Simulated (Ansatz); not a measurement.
H₄Au₂⁺. The state is a doublet with charge 1. Geometry PBE0-D4/def2-TZVP, basis def2-TZVP, Ansatz.

```xyz
6

Au    0.167   -1.254    0.381
Au   -0.153    1.253   -0.391
H     0.744   -2.976    0.735
H    -0.630    2.841   -1.209
H    -0.142    3.089   -0.607
H     0.014   -2.953    1.091
```

| run | HOMO (eV) | LUMO (eV) |
| --- | --- | --- |
| A | -14.91 | -8.27 |
| B | -14.54 | -6.02 |
| C | -12.11 | -11.51 |
| D | -11.97 | -11.33 |
| E | -13.00 | -10.51 |
| F | -12.42 | -11.43 |

In the def2 sets Au takes a core potential; there is no spin–orbit coupling. In the doublet, H4 and H5 lie 0.81 Å apart, H3 and H6 lie 0.81 Å apart (atoms count from 1), so H2 has formed as a molecule. No other spin state of charge 1 was run. The structure comes from a short search, and lower isomers may exist.

HOMO and LUMO are taken over both spins.

Q: The runs used B97M-V, HF, PBE0, r2SCAN, revPBE, ωB97X-V. Estimate which is which.

A: A ωB97X-V (range-separated); B HF (100 % exact exchange); C revPBE (0 % exact exchange); D B97M-V (0 % exact exchange); E PBE0 (25 % exact exchange); F r2SCAN (0 % exact exchange). Exact exchange lowers occupied and raises empty levels; among semilocal functionals meta-GGAs tend to open the gap a little, and such runs are hard to tell apart. The gap grows from 0.60 eV (revPBE) to 8.51 eV (HF).
